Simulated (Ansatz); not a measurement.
`OCBBr` + H₂ → `BBr` + CH₃OH at 400 K and 1 bar (hydrogenolysis of a B–C bond).

Calculated with Ansatz (gas phase, PBE0-D4/def2-TZVP geometries, no zero-point term in ΔE). CCSD(T)/CBS adds triple-zeta CCSD(T) − MP2 to the extrapolated MP2 energy (def2 sets, frozen cores). This one scheme is used for every species. For Br outer-core shells are correlated without core-valence functions, which leaves a few kJ/mol of doubt a bond. Scalar relativity is left out up to krypton. Each species was taken in one conformer, which may not be the lowest.

```json
{"species": "`OCBBr`", "CCSD(T)/CBS energy (Eh)": "-2713.76327", "H − E (kJ/mol)": "168.9", "S (J/(mol·K))": "342.9"}
{"species": "H₂", "CCSD(T)/CBS energy (Eh)": "-1.17544", "H − E (kJ/mol)": "38.0", "S (J/(mol·K))": "139.0"}
{"species": "`BBr`", "CCSD(T)/CBS energy (Eh)": "-2599.32470", "H − E (kJ/mol)": "69.2", "S (J/(mol·K))": "259.0"}
{"species": "CH₃OH", "CCSD(T)/CBS energy (Eh)": "-115.61712", "H − E (kJ/mol)": "151.2", "S (J/(mol·K))": "252.6"}
```

H − E and S are ideal-gas, rigid-rotor, harmonic terms from PBE0-D4/def2-TZVP, for one conformer and one mirror image of each species. The MP2-based limit puts H₂ 0.8 mEh under its directly extrapolated value; such offsets cancel only in part. 1 Eh = 2625.50 kJ/mol, R = 8.31446 J/(mol·K).

By hand: ΔE, ΔH, ΔS and ΔG.

ΔE = (-2599.32470) + (-115.61712) − (-2713.76327) − (-1.17544) = -0.00311 Eh = -8.2 kJ/mol. Δ(H − E) = 69.2 + 151.2 − 168.9 − 38.0 = 13.5, so ΔH = 5.3 kJ/mol. ΔS = 259.0 + 252.6 − 342.9 − 139.0 = 29.7 J/(mol·K). ΔG = 5.3 − 400 × (29.7)/1000 = -6.6 kJ/mol.

By hand: the equilibrium constant, and the temperature at which ΔG would vanish if ΔH and ΔS stayed fixed.

log₁₀ K = −ΔG/(RT ln 10) = 0.9. ΔG = 0 at ΔH/ΔS = 178 K, though so small a ΔH makes that figure unsure.

TΔS isn't small against ΔH here. A doubt of 5 kJ/mol in ΔE shifts log₁₀ K by 0.7 here. Other conformers and mirror images would add mixing entropy, several J/(mol·K) or more a flexible species. These are equilibria of isolated gas molecules and say nothing of rates. Largest T1 diagnostic: 0.011 (customary marks: 0.02 for closed shells, 0.045 for open ones).
